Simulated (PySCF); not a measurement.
**Electron correlation in C²⁺ (carbon, charge +2)**

[He] 2s1 3s1, high-spin 3S determinant (an excited configuration). All numbers are calculated (PySCF 2.14, the spin-free X2C one-electron Hamiltonian (Gaussian nucleus), in x2c-QZVPPall with one added diffuse shell each of s, p, d, f type (8s5p4d3f1g, 73 functions)). Frozen: 1s2; 2 electrons correlated.

With two correlated electrons CCSD is exact within the correlated space (frozen core and kept virtual orbitals).

| level | correlation energy (mhartree) |
| --- | --- |
| CCSD | -11.55 |

Diagnostics: T1 = 0.0081, D1 = 0.0161, largest double amplitude 0.084.

**Question.** Is a single reference adequate?

**Answer.** Mostly. T1 lies below 0.03, but a double amplitude of this size points to a near-degeneracy that CCSD handles and MP2 describes poorly.
